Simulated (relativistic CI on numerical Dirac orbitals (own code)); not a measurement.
## Hyperfine structure of Tb²⁸⁺, mass number 159

Computed by Dirac-Coulomb-Breit CI, orbitals from a KLI potential per configuration, a model potential for QED, unscaled Slater integrals (own radial code, finite nucleus).

Configuration list (outside the closed core [Ar] 3d10): 4s2 4p6 4d, 4s2 4p5 4d2, 4s2 4p6 4f, 4s 4p6 4d2, 4s2 4p5 4d 4f, 4s 4p6 4d 4f, 4s2 4p6 5s, 4s2 4p6 5p, 4s2 4p6 5d, 4p6 4d3, 4p5 4d4, 4p5 4d3 4f, 4s 4p6 4f2, 4s 4p5 4f3, 4p6 4f3. Double excitations out of closed p, d and f shells are left out; levels of such configurations are missing from the list, as are those of other unlisted configurations, and high levels can miss mixing partners.

Nuclear spin I = 3/2, μ = 2.009 μN, Q = 1.432 b (tables of Stone and Pyykkö). The electronic factors are computed for point nuclear moments, without core polarisation or the Bohr-Weisskopf and QED corrections.

```csv
Level,E (cm⁻¹),A (MHz),B (MHz)
4s2 4p6 4d 2D_3/2,0,20030,14300
4s2 4p6 4d 2D_5/2,73477,8236,18000
4s2 4p5 4d2 4D°_1/2,960948,4197,
4s2 4p5 4d2 4D°_3/2,964815,23370,39000
4s2 4p5 4d2 4D°_7/2,1042834,16370,-11800
4s2 4p5 4d2 4G°_9/2,1043942,21480,-79700
4s2 4p5 4d2 4G°_11/2,1066169,19780,-69300
```

Levels with J = 0, under 50 % of one LS term, or S terms without an open s electron are left out. Small factors come from cancelling terms and can be off by tens of per cent or more.

At this charge energies of transitions that change n are usually good to better than 1 %, and those within a shell (Δn = 0) to a few per cent.

Give the hyperfine levels of 4s2 4p6 4d 2D_3/2 relative to its centre of gravity.

With K = F(F + 1) − I(I + 1) − J(J + 1), E = AK/2 + B[¾K(K + 1) − I(I + 1)J(J + 1)]/[2I(2I − 1)J(2J − 1)]: F = 0: -57290, F = 1: -51520, F = 2: -25720, F = 3: 48640 MHz.

LS names give the leading component of a level, which can be under half, so a name can repeat, a term be missing and a line seem to break the LS rules.
